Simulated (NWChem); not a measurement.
System: MgHOBr; SMILES [Mg]([Br])[OH]

```xyz
4

Mg    -0.0524    -0.9987    -0.0006
Br     0.2686     1.3258     0.0009
O     -0.2930    -2.7343    -0.0018
H     -0.4198    -3.6766    -0.0024
```
Atoms are numbered in this order, from 1.

Level: PBE0/def2-SVP (NWChem), optimised geometry, unscaled harmonic frequencies. This build's default masses of Se (78.918 u) and Br (79.917 u) are each other's, which moves their modes by up to 0.6 %.

```tsv
frequency (cm⁻¹)	IR intensity (km/mol)
114	172.6
145	8.3
148	3.8
317	8.8
850	120.6
4105	160.7
```

```json
{
 "zero_point_energy": "8.1 kcal/mol",
 "thermal correction to the enthalpy at 298.15 K (with zero-point energy)": "12.0 kcal/mol",
 "heat capacity Cv": "13.9 cal/(mol K)",
 "entropy at 298.15 K and 1 atm (symmetry number 1)": "62.1 cal/(mol K)",
 "dipole_moment": "2.06 D"
}
```

Rigid rotor and harmonic oscillator.
